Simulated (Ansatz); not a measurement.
Geometry optimisation, Ansatz, RKS CAM-B3LYP/def2-SVP.

input.yaml

```yaml
crystal:
  periodic: [false, false, false]
  atoms:
    - { symbol: B, position_ang: [-1.066, 0.4329, 1.1363] }
    - { symbol: C, position_ang: [0.0223, -0.5668, 0.7647] }
    - { symbol: Sn, position_ang: [0.7738, -0.1247, -1.1959] }
    - { symbol: Cl, position_ang: [1.63215, 1.97286, -1.31605] }
    - { symbol: Cl, position_ang: [2.44195, -1.69242, -1.77027] }
    - { symbol: H, position_ang: [-2.079, 0.5715, 0.4453] }
    - { symbol: H, position_ang: [-0.9735, 1.1838, 2.0702] }
    - { symbol: H, position_ang: [-0.3562, -1.5733, 0.7657] }
    - { symbol: H, position_ang: [0.8475, -0.4782, 1.5547] }
    - { symbol: H, position_ang: [-0.56229, -0.3003, -2.34061] }
basis:
  gaussian: { orbitals: def2-SVP }
hamiltonian:
  xc: cam_b3lyp
relax:
  f_tol: 0.015
  max_steps: 40
output:
  orbitals: {}
```

Launched with:

```bash
$ ansatz run input.yaml --threads 2 --pin off --max-ram 3072MiB --backend cpu --events-out ev --progress --plain --runs-dir out
```

Question: Where does it end, and by what steps?

Answer: It converged. After 32 steps the energy has fallen by 0.313 eV; Cl5 moved furthest, 1.11 Å.

```json
{"step": "0", "energy less start (eV)": "0.0000", "largest force component (eV/Å)": "1.935", "accepted": "yes"}
{"step": "2", "energy less start (eV)": "-0.2570", "largest force component (eV/Å)": "0.255", "accepted": "yes"}
{"step": "4", "energy less start (eV)": "-0.2805", "largest force component (eV/Å)": "0.413", "accepted": "no"}
{"step": "6", "energy less start (eV)": "-0.2956", "largest force component (eV/Å)": "0.026", "accepted": "yes"}
{"step": "8", "energy less start (eV)": "-0.2967", "largest force component (eV/Å)": "0.109", "accepted": "no"}
{"step": "10", "energy less start (eV)": "-0.2980", "largest force component (eV/Å)": "0.039", "accepted": "yes"}
{"step": "12", "energy less start (eV)": "-0.2994", "largest force component (eV/Å)": "0.061", "accepted": "yes"}
{"step": "14", "energy less start (eV)": "-0.3025", "largest force component (eV/Å)": "0.098", "accepted": "yes"}
{"step": "16", "energy less start (eV)": "-0.3064", "largest force component (eV/Å)": "0.057", "accepted": "yes"}
{"step": "18", "energy less start (eV)": "-0.3085", "largest force component (eV/Å)": "0.044", "accepted": "yes"}
{"step": "20", "energy less start (eV)": "-0.3098", "largest force component (eV/Å)": "0.066", "accepted": "yes"}
{"step": "22", "energy less start (eV)": "-0.3111", "largest force component (eV/Å)": "0.028", "accepted": "yes"}
{"step": "24", "energy less start (eV)": "-0.3119", "largest force component (eV/Å)": "0.041", "accepted": "yes"}
{"step": "26", "energy less start (eV)": "-0.3126", "largest force component (eV/Å)": "0.024", "accepted": "yes"}
{"step": "28", "energy less start (eV)": "-0.3129", "largest force component (eV/Å)": "0.026", "accepted": "yes"}
{"step": "30", "energy less start (eV)": "-0.3130", "largest force component (eV/Å)": "0.029", "accepted": "yes"}
{"step": "32", "energy less start (eV)": "-0.3131", "largest force component (eV/Å)": "0.009", "accepted": "yes"}
```

```xyz
10
Properties=species:S:1:pos:R:3
B -0.770 0.598 1.260
C -0.277 -0.744 0.670
Sn 0.649 -0.246 -1.211
Cl 0.679 2.089 -1.468
Cl 2.888 -0.931 -1.093
H -1.864 1.022 0.979
H -0.059 1.247 1.983
H -1.065 -1.459 0.391
H 0.532 -1.240 1.225
H -0.031 -0.911 -2.622
```

Whether the end is a true minimum wasn't checked by a vibrational analysis.

The run took 2.1 min on 2 threads of Arm Neoverse V2 (shared host), peak memory 0.36 GiB.
